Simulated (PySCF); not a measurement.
C4H5, charge -1, singlet, at a GFN2-xTB geometry (in this run its highest filled SCF level lies above zero, so its values depend strongly on the basis, on diffuse functions most of all), with bond 9-4 at 1.6 times its length; TPSS/STO-3G run with PySCF.

Input for PySCF:
```python
from pyscf import gto, scf, dft

mol = gto.M(
    atom='''
C    -0.02689703    0.01898413    2.00101260
C    -0.00904766   -0.04049079    0.66114669
C     0.00789498   -0.42450959   -0.53346907
C     0.02444904    0.23607485   -1.86598431
H    -0.95631018    0.02398960    2.57125672
H     0.88696065    0.03044252    2.59575182
H    -0.01375398    1.34661131   -1.85047335
H     0.93433358   -0.04072948   -2.41968026
H    -1.34207098   -0.30270958   -2.83735423
''',
    basis='sto-3g',
    charge=-1,
    verbose=4,
)

mf = dft.RKS(mol)
mf.xc = 'tpss'
mf.init_guess = 'atom'
mf.kernel()
```

Write the output that PySCF gives for this input, abridged.


```
PySCF version 2.14.0

[INPUT] verbose = 4
[INPUT] num. atoms = 9
[INPUT] num. electrons = 30
[INPUT] charge = -1
[INPUT] spin (= nelec alpha-beta = 2S) = 0
[INPUT] symmetry False subgroup None
[INPUT] Mole.unit = angstrom
[INPUT] Symbol           X                Y                Z      unit          X                Y                Z       unit  Magmom
[INPUT]  1 C     -0.026897030000   0.018984130000   2.001012600000 AA   -0.050828020264   0.035874806413   3.781365785804 Bohr   0.0
[INPUT]  2 C     -0.009047660000  -0.040490790000   0.661146690000 AA   -0.017097599468  -0.076516503667   1.249386172263 Bohr   0.0
[INPUT]  3 C      0.007894980000  -0.424509590000  -0.533469070000 AA    0.014919349959  -0.802206862351  -1.008110438226 Bohr   0.0
[INPUT]  4 C      0.024449040000   0.236074850000  -1.865984310000 AA    0.046201989609   0.446116811398  -3.526199298636 Bohr   0.0
[INPUT]  5 H     -0.956310180000   0.023989600000   2.571256720000 AA   -1.807164330334   0.045333773838   4.858970996747 Bohr   0.0
[INPUT]  6 H      0.886960650000   0.030442520000   2.595751820000 AA    1.676112711766   0.057528025342   4.905260027141 Bohr   0.0
[INPUT]  7 H     -0.013753980000   1.346611310000  -1.850473350000 AA   -0.025991255323   2.544726572142  -3.496887832306 Bohr   0.0
[INPUT]  8 H      0.934333580000  -0.040729480000  -2.419680260000 AA    1.765634575184  -0.076967562396  -4.572533000416 Bohr   0.0
[INPUT]  9 H     -1.342070980000  -0.302709580000  -2.837354230000 AA   -2.536146591927  -0.572038201482  -5.361822413076 Bohr   0.0

nuclear repulsion = 92.5014506664973
number of shells = 17
number of NR pGTOs = 75
number of NR cGTOs = 25
basis = sto-3g
ecp = {}

******** <class 'pyscf.dft.rks.RKS'> ********
method = RKS
initial guess = atom
damping factor = 0
level_shift factor = 0
DIIS = <class 'pyscf.scf.diis.CDIIS'>
diis_start_cycle = 1
diis_space = 8
diis_damp = 0
SCF conv_tol = 1e-09
SCF conv_tol_grad = None
SCF max_cycles = 50
direct_scf = True
direct_scf_tol = 1e-13
XC library pyscf.dft.libxc version 7.1.2
    S. Lehtola, C. Steigemann, M. J. T. Oliveira, and M. A. L. Marques,  SoftwareX 7, 1–5 (2018)
XC functionals = tpss
    J. Tao, J. P. Perdew, V. N. Staroverov, and G. E. Scuseria,  Phys. Rev. Lett. 91, 146401 (2003)
    J. P. Perdew, J. Tao, V. N. Staroverov, and G. E. Scuseria,  J. Chem. Phys. 120, 6898 (2004)
    J. Tao, J. P. Perdew, V. N. Staroverov, and G. E. Scuseria,  Phys. Rev. Lett. 91, 146401 (2003)
    J. P. Perdew, J. Tao, V. N. Staroverov, and G. E. Scuseria,  J. Chem. Phys. 120, 6898 (2004)
radial grids:
    Treutler-Ahlrichs [JCP 102, 346 (1995); DOI:10.1063/1.469408] (M4) radial grids

becke partition: Becke, JCP 88, 2547 (1988); DOI:10.1063/1.454033
pruning grids: <function nwchem_prune>
grids dens level: 3
symmetrized grids: False
atomic radii adjust function: <function treutler_atomic_radii_adjust>
small_rho_cutoff = 0
Set gradient conv threshold to 3.16228e-05
Initial guess from superposition of atomic densities.
Spherically averaged atomic HF for {'H', 'C'}

******** <class 'pyscf.scf.atom_hf.AtomSphAverageRHF'> ********
method = AtomSphAverageRHF
initial guess = minao
damping factor = 0
level_shift factor = 0
DIIS = <class 'pyscf.scf.diis.CDIIS'>
diis_start_cycle = 1
diis_space = 8
diis_damp = 0
SCF conv_tol = 1e-09
SCF conv_tol_grad = None
SCF max_cycles = 50
direct_scf = True
direct_scf_tol = 1e-13
atom = C
Set gradient conv threshold to 3.16228e-05
Initial guess from minao.
init E= -36.7517431777338
cycle= 1 E= -36.7619269638614  delta_E= -0.0102  |g|=    0  |ddm|= 0.0245
cycle= 2 E= -36.7619269638615  delta_E= -2.13e-14  |g|=    0  |ddm|= 1.91e-15
Extra cycle  E= -36.7619269638615  delta_E=    0  |g|=    0  |ddm|=    0
Atomic HF for atom  C  converged. SCF energy = -36.7619269638615

******** 1 electron system ********
Atomic HF for atom  H  converged. SCF energy = -0.466581849557275

tot grids = 105512
init E= -153.044160147253
  HOMO = -0.0899068664966527  LUMO = 0.0341857703027778  gap/eV = 3.37673
cycle= 1 E= -153.222499024885  delta_E= -0.178  |g|= 0.291  |ddm|= 4.42
  HOMO = 0.242467390880697  LUMO = 0.299049367842593  gap/eV = 1.53967
cycle= 2 E= -152.334873124494  delta_E= 0.888  |g|= 1.09  |ddm|= 3.48
  HOMO = 0.210093912681325  LUMO = 0.330627614014253  gap/eV = 3.27989
cycle= 3 E= -153.232034005198  delta_E= -0.897  |g|= 0.202  |ddm|= 3.41
  HOMO = 0.215808961031269  LUMO = 0.292825209390104  gap/eV = 2.09572
cycle= 4 E= -153.252202372186  delta_E= -0.0202  |g|= 0.156  |ddm|= 0.553
  HOMO = 0.212284503857784  LUMO = 0.285013635280389  gap/eV = 1.97906
cycle= 5 E= -153.257484249597  delta_E= -0.00528  |g|= 0.0765  |ddm|= 0.243
  HOMO = 0.213747280773028  LUMO = 0.279121367376552  gap/eV = 1.77892
cycle= 6 E= -153.258511662445  delta_E= -0.00103  |g|= 0.0548  |ddm|= 0.131
  HOMO = 0.21862936079527  LUMO = 0.275473614172345  gap/eV = 1.54681
cycle= 7 E= -153.26033393083  delta_E= -0.00182  |g|= 0.00879  |ddm|= 0.176
  HOMO = 0.217733948168741  LUMO = 0.276193044258111  gap/eV = 1.59075
cycle= 8 E= -153.260334624037  delta_E= -6.93e-07  |g|= 0.00861  |ddm|= 0.0459
  HOMO = 0.217892924509676  LUMO = 0.275729122062757  gap/eV = 1.57380
cycle= 9 E= -153.260375767874  delta_E= -4.11e-05  |g|= 0.000367  |ddm|= 0.0212
  HOMO = 0.217926609594785  LUMO = 0.275683524334739  gap/eV = 1.57165
cycle= 10 E= -153.260375849791  delta_E= -8.19e-08  |g|= 0.000101  |ddm|= 0.00154
  HOMO = 0.217923251648905  LUMO = 0.275699414917956  gap/eV = 1.57217
cycle= 11 E= -153.260375857307  delta_E= -7.52e-09  |g|= 5.31e-06  |ddm|= 0.000356
  HOMO = 0.217922814963264  LUMO = 0.275700026496809  gap/eV = 1.57220
cycle= 12 E= -153.260375857327  delta_E= -2.02e-11  |g|= 5e-07  |ddm|= 1.87e-05
  HOMO = 0.217922779835189  LUMO = 0.275699928121302  gap/eV = 1.57220
Extra cycle  E= -153.260375857327  delta_E= 6.25e-13  |g|= 1.27e-06  |ddm|= 2.93e-06
converged SCF energy = -153.260375857327
```
